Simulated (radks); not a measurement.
Task: Cu3+, 26 electrons, occupied as [Ne] 3s1.5 3p6 3d8 4d0.5 (fractional occupations, a model configuration). Calculated with a radial shooting solver on a logarithmic mesh with Libxc functionals: non-relativistic Kohn-Sham, XLYP, spin-unpolarised, spherical densities, point nucleus. Some entries of the table are withheld. Estimate them.

orbital,occ.,eigenvalue (eV),<r^2> (bohr^2)
1s,2,-8807.013,0.003750
2s,2,(1),0.06712
2p,6,-967.9842,0.05287
3s,1.5,-163.9208,0.5836
3p,6,-123.7526,(2)
3d,8,-55.7710,0.8649
4s,0,-37.2649,(3)
4p,0,-28.7848,6.115
4d,0.5,-17.1671,11.82
4f,0,(4),24.81

Result: 
(1) 2s eigenvalue (eV): -1095.994
(2) 3p <r^2> (bohr^2): 0.6346
(3) 4s <r^2> (bohr^2): 4.676
(4) 4f eigenvalue (eV): -10.0785
